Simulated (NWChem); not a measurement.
Species: CH$_{6}$FNSi; SMILES N[SiH2]CF

```xyz
10

N      0.4278    -2.0235     0.0000
Si    -0.4546    -0.5391     0.0000
C      0.6273     1.0311     0.0000
F     -0.1922     2.1460     0.0000
H      0.8594    -2.3914    -0.8385
H      0.8594    -2.3914     0.8385
H     -1.3018    -0.4888     1.2291
H     -1.3018    -0.4888    -1.2291
H      1.2851     1.0682    -0.8882
H      1.2851     1.0682     0.8882
```
Atoms are numbered in this order, from 1.

Level: PBE0/def2-SVP (NWChem), optimised geometry, unscaled harmonic frequencies. 

```json
[
 {"frequency (cm⁻¹)": "94", "IR intensity (km/mol)": "2.1"},
 {"frequency (cm⁻¹)": "147", "IR intensity (km/mol)": "3.1"},
 {"frequency (cm⁻¹)": "185", "IR intensity (km/mol)": "6.1"},
 {"frequency (cm⁻¹)": "255", "IR intensity (km/mol)": "223.4"},
 {"frequency (cm⁻¹)": "314", "IR intensity (km/mol)": "5.9"},
 {"frequency (cm⁻¹)": "462", "IR intensity (km/mol)": "12.8"},
 {"frequency (cm⁻¹)": "640", "IR intensity (km/mol)": "1.3"},
 {"frequency (cm⁻¹)": "700", "IR intensity (km/mol)": "17.5"},
 {"frequency (cm⁻¹)": "854", "IR intensity (km/mol)": "3.2"},
 {"frequency (cm⁻¹)": "875", "IR intensity (km/mol)": "41.9"},
 {"frequency (cm⁻¹)": "892", "IR intensity (km/mol)": "36.9"},
 {"frequency (cm⁻¹)": "897", "IR intensity (km/mol)": "258.9"},
 {"frequency (cm⁻¹)": "924", "IR intensity (km/mol)": "116.4"},
 {"frequency (cm⁻¹)": "1092", "IR intensity (km/mol)": "62.7"},
 {"frequency (cm⁻¹)": "1239", "IR intensity (km/mol)": "3.1"},
 {"frequency (cm⁻¹)": "1308", "IR intensity (km/mol)": "0.5"},
 {"frequency (cm⁻¹)": "1455", "IR intensity (km/mol)": "3.6"},
 {"frequency (cm⁻¹)": "1540", "IR intensity (km/mol)": "45.7"},
 {"frequency (cm⁻¹)": "2236", "IR intensity (km/mol)": "93.7"},
 {"frequency (cm⁻¹)": "2242", "IR intensity (km/mol)": "144.5"},
 {"frequency (cm⁻¹)": "3036", "IR intensity (km/mol)": "23.3"},
 {"frequency (cm⁻¹)": "3097", "IR intensity (km/mol)": "23.8"},
 {"frequency (cm⁻¹)": "3631", "IR intensity (km/mol)": "37.1"},
 {"frequency (cm⁻¹)": "3733", "IR intensity (km/mol)": "42.6"}
]
```

| Item | Result |
|---|---|
| zero-point energy | 45.5 kcal/mol |
| thermal correction to the enthalpy at 298.15 K (with zero-point energy) | 50.2 kcal/mol |
| heat capacity Cv | 21.5 cal/(mol K) |
| entropy at 298.15 K and 1 atm (symmetry number 1) | 78.3 cal/(mol K) |
| dipole moment | 3.04 D |

Rigid rotor and harmonic oscillator; modes under 100 cm⁻¹ make the entropy uncertain.
